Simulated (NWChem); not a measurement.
GeCl$_{4}$; SMILES [Cl][Ge]([Cl])([Cl])[Cl]

Program: NWChem. Pople sets run with spherical d functions. Structure relaxed at the B3LYP/6-31G* (spherical d) level.

**Question.** Taking Hartree-Fock/6-311G** as the yardstick, which of these has the fewest basis functions while keeping “highest occupied level (eV)” within 0.05 eV of it: Hartree-Fock/3-21G; Hartree-Fock/STO-3G; Hartree-Fock/6-31G*?

**Answer.** Hartree-Fock/6-31G*.
```json
[
 {"level": "Hartree-Fock/STO-3G", "basis functions": "54", "highest occupied level (eV)": "-11.84"},
 {"level": "Hartree-Fock/3-21G", "basis functions": "74", "highest occupied level (eV)": "-13.71"},
 {"level": "Hartree-Fock/6-31G*", "basis functions": "104", "highest occupied level (eV)": "-13.16"},
 {"level": "Hartree-Fock/6-311G**", "basis functions": "148", "highest occupied level (eV)": "-13.19"}
]
```

The yardstick is one finite set, not the basis-set limit.
